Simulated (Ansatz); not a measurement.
C2H4BNOTe (`[TeH]B1CN=CO1`). Total charge 0; spin multiplicity 1. Correlated methods include outer-core shells of Te, which these sets cover unevenly. Te takes the def2 core potential.

| atom | x (Å) | y (Å) | z (Å) |
| --- | --- | --- | --- |
| Te1 | 0.1416 | 0.7475 | 2.6849 |
| B2 | 0.0500 | 0.1837 | 0.6260 |
| C3 | -1.0356 | -0.6255 | -0.1775 |
| N4 | -0.4730 | -0.6476 | -1.5355 |
| C5 | 0.6169 | -0.0235 | -1.4860 |
| O6 | 1.0352 | 0.5110 | -0.2818 |
| H7 | 1.5961 | 1.5208 | 2.5102 |
| H8 | -2.0285 | -0.1639 | -0.1970 |
| H9 | -1.1940 | -1.6509 | 0.1730 |
| H10 | 1.2913 | 0.1485 | -2.3164 |

Task: Give the diagnostics of a CCSD(T)/def2-TZVPP run (frozen core, Ansatz 0.2.0). (Estimate.)

Result: Computed: T1 = 0.0144, largest single amplitude 0.038, largest double 0.052, (T) share of the correlation energy 3.9 %, 10 CCSD cycles. The RHF solution is stable towards an unrestricted one. T1 lies under the customary mark of 0.02 for closed shells.
